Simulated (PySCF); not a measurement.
Al(OH)(SiH3)2 (AlH7OSi2), SMILES [OH][Al]([SiH3])[SiH3].

Geometry: r2SCAN-D4/def2-SVP. A frequency run showed that this geometry is not a minimum. The structure was generated by enumeration; whether it is a known compound was not checked. The values are those of a single conformer.

All values below come from PySCF with r2SCAN-D4/def2-SVP.

Frequencies are harmonic and unscaled.

```csv
mode,ν (cm⁻¹),IR (km/mol),moving atoms (share of kinetic energy)
1,369i,96.4,"H 81 %, O 18 %"
2,16i,0.0,H 99 %
3,18,0.4,H 94 %
4,85,3.1,"Si 47 %, H 22 %, Al 20 %, O 11 %"
5,152,16.8,"Al 56 %, H 22 %, O 18 %"
6,158,2.5,"O 49 %, H 26 %, Si 20 %"
7,261,143.0,"H 89 %, O 11 %"
8,300,1.2,"Si 70 %, H 11 %, Al 11 %, O 8 %"
9,369,0.0,"H 92 %, Si 8 %"
10,402,13.6,"H 62 %, Si 23 %, Al 14 %"
11,453,10.4,"H 75 %, Al 13 %, Si 12 %"
12,472,7.1,"H 79 %, Si 14 %"
13,480,80.2,"Al 53 %, H 28 %, Si 17 %"
14,831,388.2,"H 89 %, Si 10 %"
15,850,101.6,H 82 %
16,909,27.3,"O 44 %, Al 31 %, H 23 %"
17,926,10.2,H 98 %
18,932,19.4,H 96 %
19,933,75.1,H 90 %
20,934,63.9,H 98 %
21,2181,159.0,H 98 %
22,2185,0.5,H 98 %
23,2190,1.4,H 96 %
24,2190,172.7,H 96 %
25,2198,7.6,H 96 %
26,2201,166.9,H 96 %
27,4084,267.3,H 94 %
```
